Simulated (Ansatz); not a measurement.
Geometry optimisation, RKS PBE/6-31G* in Ansatz.

Input file:

```yaml
crystal:
  periodic: [false, false, false]
  atoms:
    - { symbol: B, position_ang: [-0.25223, 0.583007, -0.410763] }
    - { symbol: "N", position_ang: [-0.01818, -0.039228, 2.254168] }
    - { symbol: H, position_ang: [-0.786364, -0.243888, 2.903986] }
    - { symbol: H, position_ang: [0.841693, -0.351052, 2.720532] }
    - { symbol: F, position_ang: [0.928202, -0.00103, -0.658252] }
    - { symbol: O, position_ang: [-1.445559, -0.041685, -0.632576] }
    - { symbol: H, position_ang: [-1.277791, -0.998199, -0.757197] }
    - { symbol: S, position_ang: [-0.243885, 2.407176, 0.024506] }
    - { symbol: H, position_ang: [-1.596621, 2.511843, 0.09554] }
    - { symbol: H, position_ang: [0.042736, 1.000555, 2.199355] }
basis:
  gaussian: { orbitals: "6-31G*" }
hamiltonian:
  xc: pbe
relax:
  f_tol: 0.03
  max_steps: 50
```

Launched with:

```bash
$ ansatz run input.yaml --threads 2 --pin off --max-ram 3072MiB --backend cpu --events-out ev --progress --plain --runs-dir out
```

**Question.** Where does it end, and by what steps?

**Answer.** It converged. After 20 steps the energy has fallen by 0.424 eV; H3 moved furthest, 0.89 Å. Joined: B1–N2 (2.75 → 1.67 Å).

```tsv
step	energy less start (eV)	largest force component (eV/Å)	accepted
0	0.0000	0.596	yes
1	-0.0230	0.795	yes
2	-0.0315	0.595	yes
3	-0.0548	0.334	yes
4	-0.0751	0.352	yes
5	-0.1235	0.654	yes
6	-0.2244	0.577	yes
7	-0.1581	1.841	no
8	-0.2778	0.528	yes
9	-0.2901	0.767	yes
10	-0.3206	0.190	yes
11	-0.3458	0.260	yes
12	-0.2691	1.939	no
13	-0.3604	0.502	yes
14	-0.3843	0.290	yes
15	-0.3634	1.875	no
16	-0.4013	0.207	yes
17	-0.4136	0.233	yes
18	-0.4232	0.076	yes
19	-0.4214	0.457	no
20	-0.4241	0.014	yes
```

```xyz
10
Properties=species:S:1:pos:R:3
B -0.116 0.399 0.253
N -0.032 0.242 1.918
H -0.947 0.433 2.345
H 0.249 -0.718 2.166
F 1.180 0.115 -0.168
O -1.143 -0.537 -0.052
H -1.327 -0.496 -1.009
S -0.488 2.278 -0.108
H -1.833 2.209 0.088
H 0.651 0.904 2.306
```

Whether the end is a true minimum wasn't checked by a vibrational analysis.

The run took 36 s on 2 threads of Arm Neoverse V2 (shared host), peak memory 0.18 GiB.
